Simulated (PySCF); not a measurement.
Task: What does the PBE0-D3(BJ)/def2-SVP structure of `C[S+](C)[AlH2-][Br]` look like in three dimensions?

Result: 
```xyz
13
C2H8AlBrS angstrom
C     -1.3479   -1.1184    0.1596
S     -0.3885    0.0095   -0.8729
C     -0.5518    1.5548    0.0451
Al     1.8916   -0.6239   -0.2325
Br     2.9517    1.1950   -1.1757
H     -2.4060   -0.8242    0.1452
H     -1.2421   -2.1198   -0.2792
H     -0.9574   -1.1231    1.1874
H     -1.5882    1.9128   -0.0166
H     -0.2424    1.4114    1.0902
H      0.1261    2.2714   -0.4383
H      2.0563   -2.0198   -0.9757
H      1.7037   -0.5420    1.3529
```

Any rigid rotation of these coordinates is as good. Atoms count from 1 in this order. S2 (sulfur bonded to Al and 2 C) is pyramidal (angles 101.3°, 100.6° and 99.9°, sum 301.8°, 0.90 Å off the plane of its three neighbours). Al4 (aluminium bonded to Br, S and 2 H) has angles from 96.7° to 121.4°. Of the pairs four or more bonds apart, Br5···H11 is among the closest relative to their van der Waals radii: 3.11 Å, 102 % of the sum of Bondi's values.

Bonds between heavy atoms (Å): C1–S2 1.805, S2–C3 1.805, S2–Al4 2.452, Al4–Br5 2.307.

Computed, not measured: PBE0-D3(BJ)/def2-SVP geometry optimisation, gas phase (PySCF 2.14.0).

Point group: C1 (no symmetry element, even within 0.4 Å). PBE0-D3(BJ)/def2-SVP frequencies: not computed here. One conformer, not necessarily the lowest (C1–S2–Al4–Br5 -166°).
